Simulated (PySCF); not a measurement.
# What a mistake does to a calculation on AlH5NOSi cation

These are calculations, not measurements. The program is PySCF 2.14.0, an open-source quantum chemistry code, run on an isolated molecule that a program drew, which may never have been made. The molecule is AlH5NOSi cation (charge +1, singlet), drawn as the SMILES string `[OH][Al+][NH][SiH3]`.

Each row is a Hartree-Fock (HF) and frozen-core CCSD(T) single point in the cc-pV(D+d)Z basis, meant for a local HF minimum. Run 1 is clean. Each other run has one planted mistake out of seven kinds, and not every kind appears here: one electron removed, one electron added, multiplicity raised by two, geometry at a saddle point, minimal basis STO-3G, one bond length entered in bohr, all coordinates scaled. The reference is restricted for singlets and unrestricted otherwise, and also for a bond in bohr. Adding or removing an electron swaps singlet and doublet. Electrons count all cores. HOMO and LUMO are orbital energies over both spins, the gradient is its largest component, and the lowest frequency (negative if imaginary) is given only where the gradient is small. Bond lengths are over the 8 bonds as drawn. T1 is the CCSD diagnostic: over 0.02 (restricted) or 0.045 (unrestricted) a single reference is doubtful.

Geometry of the clean run:
```xyz
9
AlH5NOSi cation, angstrom
O     1.0420   -2.2141   -3.7637
Al    0.8878   -1.2186   -2.5298
N     0.6965   -0.1577   -1.2038
Si   -0.8103    0.1048   -0.2632
H     1.1111   -2.8100   -4.4904
H     1.4904    0.3874   -0.8971
H    -0.5806   -0.2845    1.1339
H    -1.2215    1.5084   -0.3931
H    -1.7600   -0.8090   -0.9374
```

```
run,electrons,basis functions,<S^2>,HOMO (eV),LUMO (eV),gradient (hartree/bohr),lowest frequency (cm^-1),mean bond (Å),longest bond (Å),T1,HF (hartree),CCSD(T) (hartree),mistake
1,46,99,0.000,-16.14,-4.23,1.3e-05,85,1.4334,1.796,0.0141,-662.93284,-663.48201,no fault
2,46,99,0.000,-16.30,-4.10,2.4e-02,-,1.3976,1.751,0.0133,-662.92630,-663.47070,all coordinates scaled
3,46,99,2.016,-11.49,-6.32,8.1e-02,-,1.4334,1.796,0.0251,-662.80568,-663.33096,multiplicity raised by two
4,45,99,0.764,-22.84,-12.74,8.4e-02,-,1.4334,1.796,0.0471,-662.40505,-662.92297,?
5,46,99,0.478,-16.06,-5.97,5.9e-02,-,1.5382,1.796,0.0616,-662.75030,-663.31607,?
```

**Which mistake was planted in run 4, and what did it cost?**

It counts 45 electrons, one fewer than the clean run, at the same geometry and basis. So the mistake is: one electron removed. Subtracting run 1 and multiplying by 627.51 kcal/mol a hartree, the energy moved by 331.2 kcal/mol in HF and 350.8 kcal/mol in CCSD(T).

**Which mistake was planted in run 5, and what did it cost?**

The mean bond changes by a factor of 1.073 and the longest by 1.000, so the molecule wasn't scaled as a whole. A length L in bohr read as angstrom grows by (1/0.5292 - 1) L = 0.890 L. The 8 bonds together grew by 8 x 0.1048 = 0.838 Å, which gives L = 0.942 Å. That is bond O1-H5, 0.942 Å in the clean geometry. So the mistake is: one bond length entered in bohr. Subtracting run 1 and multiplying by 627.51 kcal/mol a hartree, the energy moved by 114.5 kcal/mol in HF and 104.1 kcal/mol in CCSD(T).

Cautions from the logs. Run 4: T1 is over the limit, so its CCSD(T) energy is less reliable; run 5: T1 is over the limit, so its CCSD(T) energy is less reliable.
